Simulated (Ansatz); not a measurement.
The first iterations of a band of Cl2FGaH2 + FH (8 atoms, charge 0, multiplicity 1).

Theory: RKS PBE/def2-SVP in Ansatz.

| Item | Value |
| --- | --- |
| movable images | 9 |
| climbing image | yes |
| spring | 5.0 eV/Å² |
| optimiser | quadratic models (default) |
| start path | through a guess of the saddle point |
| force threshold | 0.2 eV/Å |
| iteration limit | 60 |
| end points | relaxed |

First end point:

```xyz
8
Properties=species:S:1:pos:R:3
Ga -0.314 -0.903 0.447
H -1.229 0.424 0.376
Cl -1.027 -2.633 -0.624
Cl 0.850 -1.152 2.248
H 0.919 0.831 -0.876
F 1.135 -0.145 -0.875
H -0.526 1.539 -0.124
F 0.191 2.038 -0.573
```

Last end point:

```xyz
8
Properties=species:S:1:pos:R:3
Ga 0.518 -0.851 0.091
H -2.307 0.871 0.523
Cl -1.184 -1.819 -0.762
Cl 0.970 -0.731 2.173
H 1.417 0.645 -1.114
F 1.981 -0.739 -1.029
H -2.018 1.517 0.823
F 0.623 1.106 -0.705
```

| iteration | highest image above the first end (eV) | largest band force component (eV/Å) |
| --- | --- | --- |
| 1 | 0.991 | 2.549 |
| 2 | 0.553 | 1.164 |
| 3 | 0.605 | 1.308 |
| 4 | 0.604 | 0.908 |
| 5 | 0.578 | 0.686 |

Question: Does the band converge within its limit, and where does its top end?

Answer: It converged. It ended after 16 iterations with the highest image 0.153 eV above the first end. The threshold of 0.2 eV/Å is loose, so the images may lie well off the minimum-energy path. The profile has 2 maxima (images 2, 6) with wells between them (image 4): this band takes more than one step, which may be the mechanism or a detour left from its start path. Another band between the same ends (9 images) ends at a top of the same energy, where a vibrational analysis finds 1 clearly imaginary mode. The orbitals stay closed-shell, which can raise the energy where a bond breaks towards radicals; this wasn't checked here.

Run time: 4.3 min on 2 threads of Intel(R) Xeon(R) Platinum 8375C CPU @ 2.90GHz (Ice Lake), on a shared host, peak memory 0.18 GiB.
